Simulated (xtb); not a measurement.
C4H5 (SMILES [CH]=CC=C), doublet, at a GFN2-xTB geometry; xtb with GFN0-xTB.

The xtb input:
```
$ xtb coord --gfn 0 --uhf 1 --json

# file coord
$coord
     -2.7402317978      -2.0251643456      -1.1935271342  c
     -0.4898205075      -1.0735265395      -0.9531165545  c
      0.2490677741       0.8981855987       0.8509447322  c
      2.5810397762       1.7981952934       1.0105317443  c
     -4.5654291799      -1.8167370971      -0.3693441554  h
      1.0422574303      -1.7323707656      -2.1480382121  h
     -1.2364435704       1.5941207267       2.0689309506  h
      4.0799831616       1.1220925576      -0.1913053849  h
      3.0793006887       3.2467545363       2.3507599616  h
$end
```

Question: Write the output that xtb gives for this input, abridged.

Answer: 
```
   ID    Z sym.   atoms
    1    6 c      1-4
    2    1 h      5-9

           -------------------------------------------------
          |                Calculation Setup                |
           -------------------------------------------------

           -------------------------------------------------
          |                 G F N 0 - x T B                 |
           -------------------------------------------------

          ...................................................
          :                      SETUP                      :
          :.................................................:
          :  # basis functions                  26          :
          :  # atomic orbitals                  26          :
          :  # shells                           18          :
          :  # electrons                        21          :
          :  electronic temp.          300.0000000     K    :
          :  accuracy                    1.0000000          :
          :  -> integral cutoff          0.2500000E+02      :
          :  -> integral neglect         0.1000000E-07      :
          ...................................................

         :::::::::::::::::::::::::::::::::::::::::::::::::::::
         ::                     SUMMARY                     ::
         :::::::::::::::::::::::::::::::::::::::::::::::::::::
         :: total energy             -11.097146022522 Eh    ::
         :: gradient norm              0.015382740391 Eh/a0 ::
         :: HOMO-LUMO gap              2.293563116238 eV    ::
         ::.................................................::
         :: H0 energy                -11.304424658778 Eh    ::
         :: repulsion energy           0.230048294140 Eh    ::
         :: electrostat energy        -0.020953572388 Eh    ::
         :: -> Gsolv                   0.000000000000 Eh    ::
         ::    -> Gsasa                0.000000000000 Eh    ::
         ::    -> Gshift               0.000000000000 Eh    ::
         :: dispersion energy         -0.001816085496 Eh    ::
         :: short-range corr.          0.000000000000 Eh    ::
         :: add. restraining           0.000000000000 Eh    ::
         :: total charge              -0.000000000000 e     ::
         :::::::::::::::::::::::::::::::::::::::::::::::::::::

           -------------------------------------------------
          |                Property Printout                |
           -------------------------------------------------

    * Orbital Energies and Occupations

         #    Occupation            Energy/Eh            Energy/eV
      -------------------------------------------------------------
         1        2.0000           -0.6449157             -17.5490
         2        2.0000           -0.6352995             -17.2874
         3        2.0000           -0.6026287             -16.3984
         4        2.0000           -0.5949118             -16.1884
         5        2.0000           -0.5515130             -15.0074
         6        2.0000           -0.5293963             -14.4056
         7        2.0000           -0.5077696             -13.8171
         8        2.0000           -0.4963805             -13.5072
         9        2.0000           -0.4786171             -13.0238
        10        2.0000           -0.4248545             -11.5609
        11        1.0000           -0.3718512             -10.1186 (HOMO)
        12                         -0.2875643              -7.8250 (LUMO)
        13                         -0.1895780              -5.1587
        14                         -0.1435292              -3.9056
        15                         -0.1273862              -3.4664
        16                         -0.1140902              -3.1046
        17                         -0.0899888              -2.4487
        18                         -0.0785761              -2.1382
        19                          0.1077729               2.9326
        20                          0.1640995               4.4654
        21                          0.1874126               5.0998
        22                          0.2493492               6.7851
       ...                                ...                  ...
        26                          0.6873876              18.7048
      -------------------------------------------------------------
                  HL-Gap            0.0842869 Eh            2.2936 eV
             Fermi-level            0.0000000 Eh            0.0000 eV

     #   Z          covCN         q      C6AA      α(0)
     1   6 c        1.915    -0.326    41.976    10.451
     2   6 c        2.892     0.024    28.958     8.795
     3   6 c        2.892    -0.058    31.020     9.103
     4   6 c        2.840    -0.355    40.241    10.363
     5   1 h        0.927     0.184     1.182     1.700
     6   1 h        0.925     0.101     1.771     2.081
     7   1 h        0.926     0.111     1.690     2.033
     8   1 h        0.926     0.159     1.332     1.805
     9   1 h        0.926     0.158     1.338     1.809

 Mol. C6AA /au·bohr⁶  :        887.854417
 Mol. C8AA /au·bohr⁸  :      22138.698985
 Mol. α(0) /au        :         48.139267

Wiberg/Mayer (AO) data.
largest (>0.10) Wiberg bond orders for each atom

 ---------------------------------------------------------------------------
     #   Z sym  total        # sym  WBO       # sym  WBO       # sym  WBO
 ---------------------------------------------------------------------------
     1   6 c    3.236 --     2 c    1.997     5 h    0.981     4 c    0.135
     2   6 c    3.980 --     1 c    1.997     3 c    1.020     6 h    0.944
     3   6 c    3.973 --     4 c    1.908     2 c    1.020     7 h    0.969
     4   6 c    3.992 --     3 c    1.908     8 h    0.977     9 h    0.975
                             1 c    0.135
     5   1 h    0.997 --     1 c    0.981
     6   1 h    0.989 --     2 c    0.944
     7   1 h    0.984 --     3 c    0.969
     8   1 h    0.984 --     4 c    0.977
     9   1 h    0.988 --     4 c    0.975
 ---------------------------------------------------------------------------

Topologies differ in total number of bonds
Writing topology from bond orders to xtbtopo.mol

 dipole moment from electron density (au)
     X       Y       Z
   0.1692   0.2599   0.2139  total (Debye):    0.958

           -------------------------------------------------
          | TOTAL ENERGY              -11.097146022522 Eh   |
          | GRADIENT NORM               0.015382740391 Eh/α |
          | HOMO-LUMO GAP               2.293563116238 eV   |
           -------------------------------------------------

normal termination of xtb
```
